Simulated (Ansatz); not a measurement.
Ansatz (a quantum-chemistry and plane-wave program) input (HF/6-31G* with LANL2DZ past Ar): The .json file joins the Basis Set Exchange's 6-31G* for atoms up to Ar and LANL2DZ past it.

Ansatz 0.2 input:
```yaml
crystal:
  periodic: [false, false, false]
  atoms:
    - {symbol: Ge, position_ang: [1.75309175, -0.28559703, 0.17194054]}
    - {symbol: C, position_ang: [-0.14314349, -0.11384140, -0.12797611]}
    - {symbol: C, position_ang: [-0.97966603, -1.08857485, -0.63148376]}
    - {symbol: C, position_ang: [-2.35636229, -0.72874203, -0.62304874]}
    - {symbol: C, position_ang: [-2.56907363, 0.51216934, -0.10232664]}
    - {symbol: S, position_ang: [-1.08517168, 1.26435616, 0.38059107]}
    - {symbol: H, position_ang: [2.35127957, -1.27982628, -0.83593970]}
    - {symbol: H, position_ang: [2.46849417, 1.07241935, 0.13309130]}
    - {symbol: H, position_ang: [-0.62151347, -2.03141818, -1.00181401]}
    - {symbol: H, position_ang: [-3.14205556, -1.36175806, -0.99002422]}
    - {symbol: H, position_ang: [-3.50292141, 1.02392322, 0.01214386]}
basis:
  gaussian:
    orbitals: 6-31Gs+LANL2DZ.json
hamiltonian:
  xc: {name: HF}
magnetization: {spin_polarized: true, initial_magnetization: 1}
phonons: {temperatures: {t_min: 298.15, t_max: 298.15, t_step: 100}}
```

Output:

```
Functional definition: HF
integrals: 0.05 GiB planned
1149 factors; integrals over basis functions are off by at most 3.7e-4 eV
mean field: 0.54 GiB planned
mean field evaluation 1: about -15111.8845 eV, gradient 1.9e1 eV
mean field evaluation 2: about -15112.0516 eV, gradient 1.9e1 eV
mean field evaluation 4: about -15114.7918 eV, gradient 3.6e0 eV
mean field evaluation 8: about -15114.9415 eV, gradient 5.3e-1 eV
mean field evaluation 16: about -15115.0414 eV, gradient 1.2e-2 eV
mean field -15115.04137808 eV, -555.4675253014 hartree, gradient 2.7e-5 eV, S^2 1.074885; 1 other end points of the search recorded, 0 dependent functions left out
the calculation of the forces begins
reference -15115.04137808 eV, -555.4675253014 hartree; 25, 24 occupied and 72, 73 virtual orbitals, 1149 factors
these checks for a lower state are left out or cut short: stability, starts, cluster_reference, orbital_swaps, neighbouring_geometries, increment
integrals: 0.05 GiB planned
1149 factors; integrals over basis functions are off by at most 3.7e-4 eV
mean field: 0.54 GiB planned
mean field evaluation 32: about -15115.0413 eV, gradient 1.8e-6 eV
mean field -15115.04129379 eV, -555.4675222037 hartree, gradient 3.0e-6 eV, S^2 1.074724; 0 other end points of the search recorded, 0 dependent functions left out
the calculation of the forces begins
reference -15115.04129379 eV, -555.4675222037 hartree; 25, 24 occupied and 72, 73 virtual orbitals, 1149 factors
these checks for a lower state are left out or cut short: stability, starts, cluster_reference, orbital_swaps, neighbouring_geometries, increment
integrals: 0.05 GiB planned
1149 factors; integrals over basis functions are off by at most 3.7e-4 eV
mean field: 0.54 GiB planned
mean field -15115.04129940 eV, -555.4675224099 hartree, gradient 2.9e-6 eV, S^2 1.075040; 0 other end points of the search recorded, 0 dependent functions left out
the calculation of the forces begins
reference -15115.04129940 eV, -555.4675224099 hartree; 25, 24 occupied and 72, 73 virtual orbitals, 1149 factors
these checks for a lower state are left out or cut short: stability, starts, cluster_reference, orbital_swaps, neighbouring_geometries, increment
integrals: 0.05 GiB planned
1149 factors; integrals over basis functions are off by at most 3.7e-4 eV
mean field: 0.54 GiB planned
mean field -15115.04129813 eV, -555.4675223635 hartree, gradient 2.4e-6 eV, S^2 1.074992; 0 other end points of the search recorded, 0 dependent functions left out
the calculation of the forces begins
reference -15115.04129813 eV, -555.4675223635 hartree; 25, 24 occupied and 72, 73 virtual orbitals, 1149 factors
these checks for a lower state are left out or cut short: stability, starts, cluster_reference, orbital_swaps, neighbouring_geometries, increment
integrals: 0.05 GiB planned
1149 factors; integrals over basis functions are off by at most 3.7e-4 eV
mean field: 0.54 GiB planned
mean field -15115.04129919 eV, -555.4675224023 hartree, gradient 2.5e-6 eV, S^2 1.074771; 0 other end points of the search recorded, 0 dependent functions left out
the calculation of the forces begins
reference -15115.04129919 eV, -555.4675224023 hartree; 25, 24 occupied and 72, 73 virtual orbitals, 1149 factors
these checks for a lower state are left out or cut short: stability, starts, cluster_reference, orbital_swaps, neighbouring_geometries, increment
integrals: 0.05 GiB planned
1149 factors; integrals over basis functions are off by at most 3.7e-4 eV
mean field: 0.54 GiB planned
mean field -15115.04134217 eV, -555.4675239816 hartree, gradient 2.9e-6 eV, S^2 1.074722; 0 other end points of the search recorded, 0 dependent functions left out
the calculation of the forces begins
reference -15115.04134217 eV, -555.4675239816 hartree; 25, 24 occupied and 72, 73 virtual orbitals, 1149 factors
these checks for a lower state are left out or cut short: stability, starts, cluster_reference, orbital_swaps, neighbouring_geometries, increment
integrals: 0.05 GiB planned
1149 factors; integrals over basis functions are off by at most 3.7e-4 eV
mean field: 0.54 GiB planned
mean field -15115.04133748 eV, -555.4675238094 hartree, gradient 2.5e-6 eV, S^2 1.075043; 0 other end points of the search recorded, 0 dependent functions left out
the calculation of the forces begins
reference -15115.04133748 eV, -555.4675238094 hartree; 25, 24 occupied and 72, 73 virtual orbitals, 1149 factors
these checks for a lower state are left out or cut short: stability, starts, cluster_reference, orbital_swaps, neighbouring_geometries, increment
integrals: 0.05 GiB planned
1149 factors; integrals over basis functions are off by at most 3.7e-4 eV
mean field: 0.54 GiB planned
mean field evaluation 64: about -15114.8407 eV, gradient 5.5e-1 eV
[...]
integrals: 0.05 GiB planned
1149 factors; integrals over basis functions are off by at most 3.7e-4 eV
mean field: 0.54 GiB planned
mean field evaluation 352: about -15114.8408 eV, gradient 4.9e-1 eV
mean field -15115.04130184 eV, -555.4675224998 hartree, gradient 1.8e-6 eV, S^2 1.074900; 0 other end points of the search recorded, 0 dependent functions left out
the calculation of the forces begins
reference -15115.04130184 eV, -555.4675224998 hartree; 25, 24 occupied and 72, 73 virtual orbitals, 1149 factors
these checks for a lower state are left out or cut short: stability, starts, cluster_reference, orbital_swaps, neighbouring_geometries, increment
integrals: 0.05 GiB planned
1149 factors; integrals over basis functions are off by at most 3.7e-4 eV
mean field: 0.54 GiB planned
mean field -15115.04130513 eV, -555.4675226207 hartree, gradient 2.1e-6 eV, S^2 1.074864; 0 other end points of the search recorded, 0 dependent functions left out
the calculation of the forces begins
reference -15115.04130513 eV, -555.4675226207 hartree; 25, 24 occupied and 72, 73 virtual orbitals, 1149 factors
these checks for a lower state are left out or cut short: stability, starts, cluster_reference, orbital_swaps, neighbouring_geometries, increment
integrals: 0.05 GiB planned
1149 factors; integrals over basis functions are off by at most 3.7e-4 eV
mean field: 0.54 GiB planned
mean field -15115.04132693 eV, -555.4675234218 hartree, gradient 2.7e-6 eV, S^2 1.074828; 0 other end points of the search recorded, 0 dependent functions left out
the calculation of the forces begins
reference -15115.04132693 eV, -555.4675234218 hartree; 25, 24 occupied and 72, 73 virtual orbitals, 1149 factors
these checks for a lower state are left out or cut short: stability, starts, cluster_reference, orbital_swaps, neighbouring_geometries, increment
integrals: 0.05 GiB planned
1149 factors; integrals over basis functions are off by at most 3.7e-4 eV
mean field: 0.54 GiB planned
mean field -15115.04132237 eV, -555.4675232541 hartree, gradient 2.7e-6 eV, S^2 1.074936; 0 other end points of the search recorded, 0 dependent functions left out
the calculation of the forces begins
reference -15115.04132237 eV, -555.4675232541 hartree; 25, 24 occupied and 72, 73 virtual orbitals, 1149 factors
these checks for a lower state are left out or cut short: stability, starts, cluster_reference, orbital_swaps, neighbouring_geometries, increment
integrals: 0.05 GiB planned
1149 factors; integrals over basis functions are off by at most 3.7e-4 eV
mean field: 0.54 GiB planned
mean field -15115.04135620 eV, -555.4675244974 hartree, gradient 2.2e-6 eV, S^2 1.074857; 0 other end points of the search recorded, 0 dependent functions left out
the calculation of the forces begins
reference -15115.04135620 eV, -555.4675244974 hartree; 25, 24 occupied and 72, 73 virtual orbitals, 1149 factors
these checks for a lower state are left out or cut short: stability, starts, cluster_reference, orbital_swaps, neighbouring_geometries, increment
integrals: 0.05 GiB planned
1149 factors; integrals over basis functions are off by at most 3.7e-4 eV
mean field: 0.54 GiB planned
mean field evaluation 384: about -15115.0414 eV, gradient 1.6e-5 eV
mean field -15115.04135542 eV, -555.4675244687 hartree, gradient 2.2e-6 eV, S^2 1.074908; 0 other end points of the search recorded, 0 dependent functions left out
the calculation of the forces begins
reference -15115.04135542 eV, -555.4675244687 hartree; 25, 24 occupied and 72, 73 virtual orbitals, 1149 factors
these checks for a lower state are left out or cut short: stability, starts, cluster_reference, orbital_swaps, neighbouring_geometries, increment
integrals: 0.05 GiB planned
1149 factors; integrals over basis functions are off by at most 3.7e-4 eV
mean field: 0.54 GiB planned
mean field -15115.04127757 eV, -555.4675216078 hartree, gradient 2.7e-6 eV, S^2 1.074871; 0 other end points of the search recorded, 0 dependent functions left out
the calculation of the forces begins
reference -15115.04127757 eV, -555.4675216078 hartree; 25, 24 occupied and 72, 73 virtual orbitals, 1149 factors
these checks for a lower state are left out or cut short: stability, starts, cluster_reference, orbital_swaps, neighbouring_geometries, increment
integrals: 0.05 GiB planned
1149 factors; integrals over basis functions are off by at most 3.7e-4 eV
mean field: 0.54 GiB planned
mean field -15115.04127908 eV, -555.4675216631 hartree, gradient 2.6e-6 eV, S^2 1.074894; 0 other end points of the search recorded, 0 dependent functions left out
the calculation of the forces begins
reference -15115.04127908 eV, -555.4675216631 hartree; 25, 24 occupied and 72, 73 virtual orbitals, 1149 factors
these checks for a lower state are left out or cut short: stability, starts, cluster_reference, orbital_swaps, neighbouring_geometries, increment
integrals: 0.05 GiB planned
1149 factors; integrals over basis functions are off by at most 3.7e-4 eV
mean field: 0.54 GiB planned
mean field -15115.04133439 eV, -555.4675236959 hartree, gradient 2.1e-6 eV, S^2 1.074887; 0 other end points of the search recorded, 0 dependent functions left out
the calculation of the forces begins
reference -15115.04133439 eV, -555.4675236959 hartree; 25, 24 occupied and 72, 73 virtual orbitals, 1149 factors
these checks for a lower state are left out or cut short: stability, starts, cluster_reference, orbital_swaps, neighbouring_geometries, increment
integrals: 0.05 GiB planned
1149 factors; integrals over basis functions are off by at most 3.7e-4 eV
mean field: 0.54 GiB planned
mean field -15115.04134037 eV, -555.4675239156 hartree, gradient 2.2e-6 eV, S^2 1.074877; 0 other end points of the search recorded, 0 dependent functions left out
the calculation of the forces begins
reference -15115.04134037 eV, -555.4675239156 hartree; 25, 24 occupied and 72, 73 virtual orbitals, 1149 factors
these checks for a lower state are left out or cut short: stability, starts, cluster_reference, orbital_swaps, neighbouring_geometries, increment
integrals: 0.05 GiB planned
1149 factors; integrals over basis functions are off by at most 3.7e-4 eV
mean field: 0.54 GiB planned
mean field evaluation 416: about -15115.0414 eV, gradient 1.2e-6 eV
mean field -15115.04136760 eV, -555.4675249162 hartree, gradient 1.3e-6 eV, S^2 1.074892; 0 other end points of the search recorded, 0 dependent functions left out
the calculation of the forces begins
reference -15115.04136760 eV, -555.4675249162 hartree; 25, 24 occupied and 72, 73 virtual orbitals, 1149 factors
these checks for a lower state are left out or cut short: stability, starts, cluster_reference, orbital_swaps, neighbouring_geometries, increment
integrals: 0.05 GiB planned
1149 factors; integrals over basis functions are off by at most 3.7e-4 eV
mean field: 0.54 GiB planned
mean field -15115.04136949 eV, -555.4675249858 hartree, gradient 2.7e-6 eV, S^2 1.074875; 0 other end points of the search recorded, 0 dependent functions left out
the calculation of the forces begins
reference -15115.04136949 eV, -555.4675249858 hartree; 25, 24 occupied and 72, 73 virtual orbitals, 1149 factors
Total energy: -15115.04137808 eV, -555.4675253014 hartree
Atom 0 at     1.753092    -0.285597     0.171941 Å, force    -0.001202    -0.000174     0.000936 eV/Å
Atom 1 at    -0.143143    -0.113841    -0.127976 Å, force     0.000213    -0.001968    -0.000680 eV/Å
Atom 2 at    -0.979666    -1.088575    -0.631484 Å, force    -0.001751     0.000592     0.000260 eV/Å
Atom 3 at    -2.356362    -0.728742    -0.623049 Å, force     0.001539    -0.001412    -0.000357 eV/Å
Atom 4 at    -2.569074     0.512169    -0.102327 Å, force     0.000118     0.001715     0.000228 eV/Å
Atom 5 at    -1.085172     1.264356     0.380591 Å, force    -0.000597     0.000542     0.000475 eV/Å
Atom 6 at     2.351280    -1.279826    -0.835940 Å, force     0.000796     0.001560    -0.000053 eV/Å
Atom 7 at     2.468494     1.072419     0.133091 Å, force     0.001177    -0.000861    -0.000981 eV/Å
Atom 8 at    -0.621513    -2.031418    -1.001814 Å, force     0.000461     0.000267     0.000404 eV/Å
Atom 9 at    -3.142056    -1.361758    -0.990024 Å, force    -0.000593     0.000930     0.000137 eV/Å
Atom 10 at    -3.502921     1.023923     0.012144 Å, force    -0.000160    -0.001191    -0.000368 eV/Å
Dipole moment:    -0.173836    -0.239670    -0.003709 e Å
Vibrations: 147.48 165.92 187.66 312.92 466.14 582.88 602.07 640.80 678.25 755.23 790.17 901.55 902.74 913.97 995.88 1049.62 1130.85 1177.40 1302.18 1421.09 1504.15 1619.33 2172.32 2186.99 3381.71 3400.53 3437.30 cm⁻¹, zero-point energy 2.035024 eV
```

The blocks after the first are displaced geometries, from whose forces the wavenumbers follow.

The determinant is spin-contaminated: <S^2> is 1.07 against 0.75 for a pure state.
